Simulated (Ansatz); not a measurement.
Cost and result up the ladder for Li₇H₆ (the lowest doublet isomer of a short search) (13 atoms). Total charge 0; doublet. Geometry: PBE-D4/def2-TZVP.

```xyz
13

Li    0.811   -1.641    1.063
Li   -0.387    0.297    1.939
Li    1.819   -0.159   -0.690
Li   -2.103    0.099    0.218
Li   -0.652   -1.564   -0.968
Li   -0.561    1.258   -1.382
Li    0.922    1.823    0.555
H     1.340    0.133    1.197
H     1.108   -1.802   -0.713
H    -0.978   -1.190    0.934
H    -0.893    1.467    0.545
H     1.212    1.449   -1.190
H    -1.638   -0.169   -1.507
```

Ansatz on 2 threads of Arm Neoverse V2 on a shared host. Times are rough, and most runs start from the orbitals of an earlier one. CAM-B3LYP-D4/def2-TZVP serves as the yardstick here, not as an exact answer. Differences are given only for rows in sets of like size (and for xTB, whose basis is part of the method), since another set adds its own error. Binding counts from free atoms at the same level (Li doublet, H doublet; other spins of the atoms weren't run), without zero-point energy or a counterpoise term.

B3LYP takes the VWN-RPA correlation. Correlated methods freeze no core orbitals; core or outer-core shells of Li are correlated, in sets that lack core-valence functions. The structure comes from a short search, and lower isomers may exist.

Correlated methods converge slowly with the basis.

```tsv
level	functions	wall time
HF/STO-3G	41	0.2 s
HF/6-31G	75	0.65 s
PBE-D4/def2-TZVP	134	3.6 s
PBE0-D4/def2-TZVP	134	4.5 s
PBE0-D4/def2-SVP	93	4.7 s
BHLYP-D4/def2-TZVP	134	4.8 s
B3LYP-D4/6-31G	75	5.5 s
PBE-D4/def2-TZVPD	173	6.5 s
CAM-B3LYP-D4/def2-TZVP (with forces)	134	6.5 s
PBE0-D4/def2-TZVPD	173	7.5 s
r2SCAN-D4/def2-TZVP	134	7.5 s
r2SCAN-D4/def2-TZVPD	173	13 s
B97M-V/def2-TZVP	134	19 s
CCSD(T)/def2-TZVP	134	1.7 min
```

**Question.** Estimate what each level gives for the binding energy per atom (eV).

**Answer.** 
```json
{"level": "HF/STO-3G", "binding energy per atom (eV)": "1.72", "difference from CAM-B3LYP-D4/def2-TZVP (eV)": "–"}
{"level": "HF/6-31G", "binding energy per atom (eV)": "1.37", "difference from CAM-B3LYP-D4/def2-TZVP (eV)": "–"}
{"level": "PBE-D4/def2-TZVP", "binding energy per atom (eV)": "1.91", "difference from CAM-B3LYP-D4/def2-TZVP (eV)": "-0.09"}
{"level": "PBE0-D4/def2-TZVP", "binding energy per atom (eV)": "1.90", "difference from CAM-B3LYP-D4/def2-TZVP (eV)": "-0.10"}
{"level": "PBE0-D4/def2-SVP", "binding energy per atom (eV)": "1.95", "difference from CAM-B3LYP-D4/def2-TZVP (eV)": "–"}
{"level": "BHLYP-D4/def2-TZVP", "binding energy per atom (eV)": "1.97", "difference from CAM-B3LYP-D4/def2-TZVP (eV)": "-0.03"}
{"level": "B3LYP-D4/6-31G", "binding energy per atom (eV)": "1.96", "difference from CAM-B3LYP-D4/def2-TZVP (eV)": "–"}
{"level": "PBE-D4/def2-TZVPD", "binding energy per atom (eV)": "1.93", "difference from CAM-B3LYP-D4/def2-TZVP (eV)": "-0.07"}
{"level": "CAM-B3LYP-D4/def2-TZVP (with forces)", "binding energy per atom (eV)": "2.00", "difference from CAM-B3LYP-D4/def2-TZVP (eV)": "0.00"}
{"level": "PBE0-D4/def2-TZVPD", "binding energy per atom (eV)": "1.92", "difference from CAM-B3LYP-D4/def2-TZVP (eV)": "-0.08"}
{"level": "r2SCAN-D4/def2-TZVP", "binding energy per atom (eV)": "1.93", "difference from CAM-B3LYP-D4/def2-TZVP (eV)": "-0.07"}
{"level": "r2SCAN-D4/def2-TZVPD", "binding energy per atom (eV)": "1.95", "difference from CAM-B3LYP-D4/def2-TZVP (eV)": "-0.05"}
{"level": "B97M-V/def2-TZVP", "binding energy per atom (eV)": "2.09", "difference from CAM-B3LYP-D4/def2-TZVP (eV)": "0.08"}
{"level": "CCSD(T)/def2-TZVP", "binding energy per atom (eV)": "1.82", "difference from CAM-B3LYP-D4/def2-TZVP (eV)": "-0.19"}
```
